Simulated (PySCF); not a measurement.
Computed IR spectrum (relative IR intensity) of a molecule C₃H₃F₃. Geometry: PBE0-D3(BJ)/def2-SVP. One conformer was computed; it need not be the lowest. Level of theory: PBE0-D3(BJ)/def2-SVP (PySCF). Harmonic, unscaled wavenumbers; measured fundamentals usually lie a few per cent lower.

Lines under 2 % of the strongest are left out, and lines within 2 cm⁻¹ are merged.

ν (cm⁻¹): 301 (vw), 495 (w), 570 (vw), 691 (w), 905 (m), 947 (w), 958 (w), 1163 (vs), 1192 (vs), 1297 (s), 1380 (w), 1396 (m), 1457 (s), 1794 (m), 3082 (m), 3205 (vw) (against the strongest line: vs over 80 %, s over 45 %, m over 15 %, w over 4 %, vw less)

Task: Which structure fits?
A. F[C@H]1CC1(F)F
B. C=C(F)C(F)F
C. F/C=C\C(F)F
D. F[C@H]1[C@H](F)[C@H]1F

Result: B, C=C(F)C(F)F
